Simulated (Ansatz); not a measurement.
Cost and result for the atomization energy of `C[N](C)[Ge]([OH])([N](C)C)[N](C)C` (30 atoms, 29 bonds).

```xyz
30

C     1.835    0.694   -2.210
N     1.133   -0.195   -1.317
C     1.974   -1.207   -0.728
Ge   -0.299    0.390   -0.356
O    -0.922    1.718   -1.368
N    -0.058    1.095    1.317
C     0.342    0.227    2.398
C     0.474    2.430    1.443
N    -1.387   -1.043   -0.111
C    -1.539   -2.032   -1.148
C    -2.503   -0.981    0.798
H     2.261    0.127   -3.048
H     1.153    1.438   -2.619
H     2.667    1.223   -1.718
H     2.420   -1.836   -1.510
H     2.802   -0.787   -0.135
H     1.389   -1.860   -0.075
H    -1.757    2.056   -1.036
H    -0.045   -0.782    2.244
H     1.436    0.157    2.504
H    -0.054    0.596    3.354
H     0.086    2.912    2.350
H     1.573    2.446    1.511
H     0.181    3.040    0.587
H    -1.595   -3.040   -0.715
H    -2.454   -1.879   -1.740
H    -0.687   -2.000   -1.829
H    -2.612   -1.926    1.347
H    -2.357   -0.183    1.529
H    -3.456   -0.796    0.278
```

Charge 0, multiplicity 1. Correlated methods include outer-core shells of Ge, which these sets cover unevenly. Scalar relativity is left out up to krypton. The geometry is a stationary point of PBE0-D4/def2-TZVP. It is one conformer, not always the lowest. Program: Ansatz. All runs use 11 threads of an AMD EPYC 7R13 on a shared host and a whole NVIDIA H100 80 GB. Times are those of one run each, without the atoms' runs, and a repeat can differ threefold. Electronic energies, without spin–orbit coupling; frozen cores. CCSD(T)/CBS adds CCSD(T) − MP2 in def2-TZVPP to the MP2 limit, and its time is that of the two runs behind it. T1 = 0.011. With those shells the extrapolation isn't a true limit. B3LYP takes the VWN-RPA correlation (the form of Gaussian; ORCA's B3LYP/G).

CCSD(T)/CBS is a level of theory with its own doubt, some kJ/mol a heavy atom from the limit and from the frozen cores, so smaller differences don't rank the functionals.

```csv
level,functions,wall time,atomization (kJ/mol),difference from CCSD(T)/CBS,per bond
BLYP-D4/def2-TZVPP,624,2.2 s,11317.7,-10.2,-0.4
revPBE-D4/def2-TZVPP,624,2.3 s,11283.8,-44.1,-1.5
PBE0-D4/def2-TZVPP,624,2.5 s,11357.1,29.2,1.0
PBE-D4/def2-TZVPP (with forces),624,2.6 s,11550.8,222.9,7.7
CAM-B3LYP-D4/def2-TZVPP,624,2.7 s,11394.5,66.6,2.3
B3LYP-D4/def2-TZVPP (with forces),624,3.4 s,11339.7,11.8,0.4
B2PLYP/def2-TZVPP,624,3.8 s,11194.1,-133.8,-4.6
PBE-QIDH/def2-TZVPP,624,3.9 s,11250.9,-77.0,-2.7
ωB97M-V/def2-TZVPP (with forces),624,4.6 s,11346.5,18.6,0.6
CCSD(T)/def2-SVP,267,7.5 s,10750.3,-577.6,-19.9
MP2/def2-QZVPP,1229,9.5 s,11349.7,21.8,0.8
CCSD(T)/def2-TZVPP,624,110 s,11052.7,-275.2,-9.5
CCSD(T)/CBS(def2),–,110 s,11327.9,0.0,0.0
```

At CCSD(T), def2-SVP lies −577.6 kJ/mol from the extrapolated value and def2-TZVPP −275.2 kJ/mol: correlation converges slowly with the basis, and small sets miss more of it in the bonded molecule than in its fragments. From PBE to PBE0 (25 % exact exchange), in def2-TZVPP and without D4, the atomization energy moves by −182.3 kJ/mol: exact exchange takes away binding that semilocal exchange gives to molecules. The D4 term adds +133.6 kJ/mol with B3LYP and +74.0 kJ/mol with PBE0; it sums over pairs of atoms, weighted by their polarisabilities, and B3LYP, whose exchange is more repulsive, gets the larger term.
